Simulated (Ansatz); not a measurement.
H3ClGeSi, SMILES `[SiH3][Ge][Cl]` (lower singlet) (charge 0, multiplicity 1). This singlet lies 1.09 eV below the relaxed triplet at the level frozen-core CCSD(T)/cc-pVTZ // B3LYP-D3(BJ)/def2-TZVP (Ansatz, an electronic-structure program).

Cartesian coordinates (Å):
```xyz
6

Si    -0.7004    -0.0047    -0.0533
Ge     1.5645     0.0093    -1.1163
Cl     2.7047    -0.0635     0.7800
H     -0.6938    -0.0973     1.4255
H     -1.4145     1.2375    -0.4609
H     -1.4742    -1.1494    -0.6093
```
Charge 0, spin multiplicity 1.

The restricted HF start is unstable towards unrestricted orbitals.

Give the natural occupations of the active orbitals, the CASSCF energy and the corrected energy for frozen-core fic-MRCISD+Q@CASSCF(6e,6o)/cc-pVTZ // B3LYP-D3(BJ)/def2-TZVP (Ansatz).


```json
{
 "natural_occupations": "1.98, 1.98, 1.94, 0.07, 0.02, 0.02",
 "CASSCF energy": "-2825.6872 Ha",
 "corrected_energy": "-2826.1676 Ha",
 "weight_of_the_reference": "0.867"
}
```
